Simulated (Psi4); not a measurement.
Complex: H2S (SMILES S) (first 3 atoms) with GeH4 (SMILES [GeH4]); geometry from B3LYP-D3(BJ)/def2-TZVP, rigid monomers moved along the line of their centres of mass till S1···Ge4 is 6.96 Å.
(charge 0, multiplicity 1):
```json
[
 {"atom": "S", "x (Å)": "0.2669", "y (Å)": "1.8733", "z (Å)": "0.6899"},
 {"atom": "H", "x (Å)": "-1.0639", "y (Å)": "1.8593", "z (Å)": "0.8654"},
 {"atom": "H", "x (Å)": "0.2462", "y (Å)": "0.7260", "z (Å)": "-0.0072"},
 {"atom": "Ge", "x (Å)": "-0.4924", "y (Å)": "-2.7693", "z (Å)": "5.8167"},
 {"atom": "H", "x (Å)": "-1.2646", "y (Å)": "-1.4930", "z (Å)": "6.1774"},
 {"atom": "H", "x (Å)": "1.0102", "y (Å)": "-2.4725", "z (Å)": "5.7433"},
 {"atom": "H", "x (Å)": "-0.9840", "y (Å)": "-3.3006", "z (Å)": "4.4615"},
 {"atom": "H", "x (Å)": "-0.7519", "y (Å)": "-3.8386", "z (Å)": "6.8927"}
]
```

These are SAPT0/aug-cc-pVDZ run with Psi4 values and carry that method's errors.

Q: Give the four SAPT terms and the total, and say what mostly holds the pair together.

A: electrostatics -0.02, exchange 0.00, induction 0.00, dispersion -0.04, total -0.07 kcal/mol; the largest attraction is dispersion.
